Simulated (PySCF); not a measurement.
Job for PySCF: R-M06-2X/6-31G* on H2O (SMILES O).

```python
from pyscf import gto, scf, dft, mp
from pyscf.data.elements import chemcore

mol = gto.M(
    atom='''
    O     0.01108668   -0.48708049   -0.14963057
    H    -0.72461800   -0.57597182    0.46702976
    H     0.73591533   -0.17960363    0.40665172
    ''',
    basis='6-31g*',
    cart=True,
    charge=0, spin=0, verbose=3, max_memory=1800)
mf = dft.RKS(mol, xc='m062x')
mf.conv_tol = 1e-8
mf.max_cycle = 100
mf.kernel()
if not mf.converged:
    mf = mf.newton().run(mf.mo_coeff, mf.mo_occ)
```

Problem. Give the final energy of this run.

Solution. -76.3734 hartree.
